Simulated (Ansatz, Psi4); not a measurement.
## Predicting a hybrid from its neighbours: HOI (hypoiodous acid)

HOI has 3 atoms, charge 0, and is taken as a singlet. SMILES: `OI`. Geometry: relaxed at PBE0-D4/def2-TZVP.

The vertical energy of the triplet above the singlet y, in eV, basis def2-TZVPP with a core potential; a is the functional's share of exact exchange. Programs: Ansatz 0.2.0, Psi4 1.11.

```
functional  program     a  y (eV)
    r2SCAN     Psi4     0    2.08
       PBE     Psi4     0    2.08
     TPSSh     Psi4   0.1    2.17
     B3LYP     Psi4   0.2    2.21
      PBE0     Psi4  0.25    2.19
   r2SCAN0   Ansatz  0.25       ?
     BHLYP     Psi4   0.5    2.31
```

Task: Fit y = c + s·a to the known rows and predict r2SCAN0.

Result: 
1. Means of the 6 rows: a = 0.1750, y = 2.173.
2. Σ(Δa)² = 0.17875, Σ(Δa·Δy) = 0.0795, so the slope is 0.0795/0.17875 = 0.44476.
3. Intercept: 2.173 − (0.44476) × 0.1750 = 2.095. The largest residual of the fit is 0.031.
4. r2SCAN0: 2.095 + (0.44476) × 0.25 = 2.21 eV.

The run gave 2.13 eV, so the prediction is off by +0.08 eV, more than the largest residual. The rows mix families of semi-local functionals, which the line can't see. Spin-orbit coupling is left out.
